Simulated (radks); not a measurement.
Results of a calculation; reference values are marked as such.
Question: Ba4+, 52 electrons, occupied as [Kr] 4d10 5s2 5p3.75 6s0.25 (fractional occupations, a model configuration). Level of theory: Dirac Kohn-Sham, PBE, spin-unpolarised, spherical densities, finite nucleus; open shells fill j = l - 1/2 first; Fermi nuclear charge, rms radius 4.8378 fm (a radial shooting solver on a logarithmic mesh with Libxc functionals). Some entries of the table are withheld. Estimate them.

| orbital | occ. | eigenvalue (eV) | <r> (bohr) |
|---|---|---|---|
| 1s1/2 | 2 | -37268.08 | 0.02558 |
| 2s1/2 | 2 | -5923.440 | 0.1093 |
| 2p1/2 | 2 | -5582.353 | 0.09193 |
| 2p3/2 | 4 | -5200.603 | 0.09792 |
| 3s1/2 | 2 | -1282.994 | 0.2916 |
| 3p1/2 | 2 | -1139.797 | 0.2815 |
| 3p3/2 | 4 | -1065.995 | 0.2934 |
| 3d3/2 | 4 | (1) | (2) |
| 3d5/2 | 6 | (3) | (4) |
| 4s1/2 | 2 | -284.4768 | 0.6734 |
| 4p1/2 | 2 | -232.3789 | 0.6961 |
| 4p3/2 | 4 | -216.9607 | 0.7231 |
| 4d3/2 | 4 | (5) | 0.7912 |
| 4d5/2 | 6 | (6) | 0.8009 |
| 5s1/2 | 2 | -71.0892 | 1.571 |
| 5p1/2 | 2 | (7) | 1.729 |
| 5p3/2 | 1.75 | (8) | 1.791 |
| 5d3/2 | 0 | -33.3973 | 2.285 |
| 5d5/2 | 0 | -33.0746 | 2.307 |
| 6s1/2 | 0.25 | -28.2313 | 3.277 |
| 6p1/2 | 0 | -23.6991 | (9) |
| 6p3/2 | 0 | -23.0481 | (10) |

Answer: 
(1) 3d3/2 eigenvalue (eV): -814.7336
(2) 3d3/2 <r> (bohr): 0.2643
(3) 3d5/2 eigenvalue (eV): -799.0004
(4) 3d5/2 <r> (bohr): 0.2681
(5) 4d3/2 eigenvalue (eV): -131.7810
(6) 4d5/2 eigenvalue (eV): -129.1476
(7) 5p1/2 eigenvalue (eV): -56.4945
(8) 5p3/2 eigenvalue (eV): -53.9800
(9) 6p1/2 <r> (bohr): 3.650
(10) 6p3/2 <r> (bohr): 3.745
